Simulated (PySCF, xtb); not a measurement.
C5H12O3Si, SMILES CO[Si](C=C)(OC)OC. One conformer was computed; it need not be the lowest.

Harmonic wavenumbers (cm⁻¹) from GFN2-xTB (xtb) at its own minimum, in rising order: 28, 38, 66, 76, 79, 90, 101, 115, 117, 149, 197, 216, 281, 324, 371, 392, 522, 615, 760, 799, 815, 925, 1014, 1039, 1123, 1125, 1130, 1131, 1135, 1140, 1149, 1150, 1157, 1287, 1404, 1408, 1410, 1413, 1474, 1475, 1476, 1484, 1485, 1488, 1680, 2946, 2947, 2948, 2962, 2973, 2974, 2979, 2981, 2984, 3014, 3069, 3125.

Question: What does PySCF with B3LYP-D3(BJ)/def2-SVP give at its own minimum? (An estimate is asked for; the answer gives what the named calculation found.)

Answer: 39, 45, 64, 65, 69, 84, 90, 116, 137, 172, 209, 219, 318, 350, 395, 431, 553, 615, 785, 823, 842, 1005, 1011, 1043, 1148, 1151, 1164, 1179, 1181, 1181, 1210, 1212, 1218, 1284, 1420, 1468, 1471, 1473, 1475, 1478, 1480, 1480, 1482, 1484, 1671, 2991, 2996, 3001, 3059, 3071, 3075, 3099, 3102, 3107, 3113, 3126, 3214. Paired by order, the mean absolute difference is 37 cm⁻¹ and the zero-point energies are 104.0 and 106.9 kcal/mol.
